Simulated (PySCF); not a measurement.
Molecule: `InChI=1S/C5H11NO/c1-2-3-4-5(6)7/h2-4H2,1H3,(H2,6,7)`.

Geometry (Å), atoms numbered from 1 in this order:
```xyz
18

C    -2.9491    0.1207    0.5219
C    -1.6852   -0.3558   -0.1764
C    -0.4141    0.2294    0.4221
C     0.8480   -0.2464   -0.2724
C     2.1129    0.3653    0.3068
N     3.2705   -0.0809   -0.2534
O     2.1008    1.1897    1.1965
H    -2.9437   -0.1576    1.5878
H    -3.8534   -0.3129    0.0686
H    -3.0427    1.2172    0.4712
H    -1.7353   -0.0986   -1.2496
H    -1.6352   -1.4588   -0.1382
H    -0.3494   -0.0206    1.4940
H    -0.4482    1.3304    0.3866
H     0.9319   -1.3466   -0.2169
H     0.8130   -0.0061   -1.3504
H     3.2861   -0.7621   -0.9972
H     4.1439    0.2999    0.0848
```

Geometry PBE0-D3(BJ)/def2-SVP throughout; GIAO in PySCF 2.14, gas phase, one conformer, non-relativistic; equivalent atoms averaged; functional PBE0.

(1) How do the absolute shieldings σ depend on the basis set? (a selection of nuclei; ppm; last column core-seconds on shared hosts with different chips, so compare them loosely)

(2) Which nucleus among those listed moves most, in ppm?

(3) Taking the largest basis, def2-TZVP (283 functions), as the yardstick, rank the others by their worst heavy-atom deviation.

## Answers

(1) 
```tsv
basis set	functions	C4	C3	C2	C1	N6	H17	H18	H13/H14	H11/H12	core-s
STO-3G	46	203.2	207.7	208.0	214.4	237.6	28.53	28.61	31.44	31.83	6.9
pcSseg-0	85	155.1	165.7	169.1	175.7	158.3	28.94	29.25	31.39	31.75	8.3
6-31G	85	164.0	172.6	175.4	183.1	169.6	28.48	28.76	30.86	31.35	15
6-31G*	120	160.6	167.7	170.3	178.2	169.9	28.14	28.30	30.34	30.74	21
cc-pVDZ	153	160.6	167.2	169.8	179.8	172.6	27.26	27.43	29.93	30.25	18
def2-SVP	153	159.2	166.3	169.3	178.0	170.2	27.31	27.50	30.06	30.38	18
pcSseg-1	174	148.6	155.9	158.5	167.9	153.8	26.82	26.96	29.87	30.23	27
6-311+G(2d,p)	255	150.5	158.0	160.5	170.9	156.3	27.14	27.25	30.02	30.36	60
aug-cc-pVDZ	260	159.3	165.9	168.5	179.3	170.6	26.76	26.87	29.82	30.19	40
def2-TZVP	283	150.0	157.3	159.8	170.3	158.6	27.07	27.26	29.96	30.32	47
```

(2) N6 (amide-type nitrogen): from 153.8 ppm with pcSseg-1 to 237.6 ppm with STO-3G. The smallest spread is 1.62 ppm, at H13/H14. Proton shifts span only some 12 ppm, so a few tenths of a ppm matter as much there as several ppm in carbon.

(3) 6-311+G(2d,p) 2.2 ppm (255 functions), pcSseg-1 4.7 ppm (174 functions), pcSseg-0 9.3 ppm (85 functions), 6-31G* 11.3 ppm (120 functions), def2-SVP 11.7 ppm (153 functions), aug-cc-pVDZ 12.0 ppm (260 functions), cc-pVDZ 14.1 ppm (153 functions), 6-31G 15.7 ppm (85 functions), STO-3G 79.1 ppm (46 functions).

A small basis that lands close on one nucleus may do so by chance; judge by the trend and by all nuclei.
